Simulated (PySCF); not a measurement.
**TeC and its ions**

r²SCAN; Te aug-cc-pVDZ-PP with ECP28, C aug-cc-pVDZ; scalar-relativistic core potentials (PySCF 2.14). Neutral (UKS): singlet (closed shell), Re = 1.906 Å, ωe = 870 cm⁻¹, De = 4.70 eV, HOMO -7.04 eV, LUMO -3.64 eV.

TeC⁻ (UKS): doublet (π ↑), Re = 2.021 Å, ωe = 665 cm⁻¹, De = 3.76 eV to Te⁻ + C. The energies at the minima are -306.08140 hartree for TeC and -306.12185 for TeC⁻.

(1) Work out the adiabatic electron affinity, without and with harmonic zero-point energies (1 hartree = 27.2114 eV, 1 eV = 8065.5 cm⁻¹), and the change of the bond length.

These are scalar-relativistic numbers at best; spin–orbit coupling would shift them, the dissociation energy most. For an ion De counts to the pair picked by the measured ionisation energies or electron affinities, which need not be the lowest pair at this level. The highest Kohn–Sham level is positive in this anion. Much of that is self-interaction error, but it also means that the finite basis helps to hold the extra electron. States were picked by a PBE0 search and need not be the measured ground states.

Answers

(1) At r²SCAN: 0.04045 hartree = 1.101 eV between the minima; the zero-point term (870.0 − 665.0)/2 cm⁻¹ = +0.013 eV makes it 1.113 eV. Re changes by +11.5 pm against the neutral. The electron enters a π orbital, and the longer bond of the ion fits an antibonding orbital, or a change in how ionic the bond is.
